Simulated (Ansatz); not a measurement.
Bond stretch in GaAl, lowest singlet found (which spin is the ground state isn't settled by this scan).

- RKS-PBE = restricted PBE/aug-cc-pVDZ run with Ansatz (a first-principles code)
- FCI = full CI/aug-cc-pVDZ, cores with 3d frozen in Ansatz

Energies relative to the lowest point of each curve between 2.73 and 3.54 Å, where full CI is lowest, in kcal/mol; the last columns give the error against full CI:

```
R / Å  RKS-PBE   FCI  RKS-PBE − FCI
-----  -------  ----  -------------
2.73       3.6   2.3            1.3
2.88       1.1   0.4            0.6
3.09       0.0   0.0            0.0
3.31       1.1   1.3           -0.2
3.54       3.7   3.7            0.0
3.91       9.1   8.2            0.9
4.30      14.9  12.4            2.5
4.84      21.9  16.6            5.3
5.31      26.7  18.6            8.1
```

RKS-PBE is furthest from FCI at 5.31 (8.1 kcal/mol, above); its mean absolute error over the points is 2.1 kcal/mol.

The scan ran from 1.73 to 8.25 Å; beyond the distances shown full CI changes its symmetry label. The restricted form behind RKS-PBE keeps the bonding electrons paired and can't separate into open-shell fragments. Also computed but left out beside FCI, since their determinant holds another spin at the minimum (<S²> over 0.7 above the pure value): UMP2, UCCSD, UCCSD(T), UKS-BLYP, UKS-B3LYP/6-31G*.
